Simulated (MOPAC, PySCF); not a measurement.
H6InN3, SMILES `[NH2][In]([NH2])[NH2]`, neutral singlet in the gas phase. 

Cartesian coordinates (Å):
```xyz
10

N     -1.6422    -1.2166     0.0038
In     0.0002     0.0004     0.0133
N     -0.2359     2.0280     0.0929
N      1.8702    -0.8141     0.1290
H     -2.4843    -0.8154     0.3952
H     -1.5082    -2.1329     0.4110
H     -1.1064     2.3850    -0.2787
H      0.5224     2.5781    -0.2883
H      2.6216    -0.2554    -0.2532
H      1.9625    -1.7571    -0.2250
```
Charge 0, spin multiplicity 1.

All levels are single points at this geometry (B3LYP-D3(BJ)/def2-TZVP); Pople sets use spherical d functions. Orbital energies aren't observables, and empty levels follow the basis.

```csv
level,HOMO (eV),LUMO (eV),gap (eV),dipole (D),"vertical IE, Delta-SCF (eV)"
B3LYP-D3(BJ)/def2-TZVP in PySCF,-6.52,-1.07,5.45,1.01,8.69
B3LYP/6-31G* (LANL2DZ on In) in PySCF,-6.02,-0.27,5.75,1.19,8.27
B3LYP/LANL2DZ in PySCF,-6.17,-0.46,5.71,1.47,–
SVWN5/6-31G* (LANL2DZ on In) in PySCF,-4.95,-1.00,3.95,1.17,–
PM3 in MOPAC,-9.13,-1.69,7.43,0.81,–
PM6 in MOPAC,-9.46,0.73,10.20,1.68,–
```
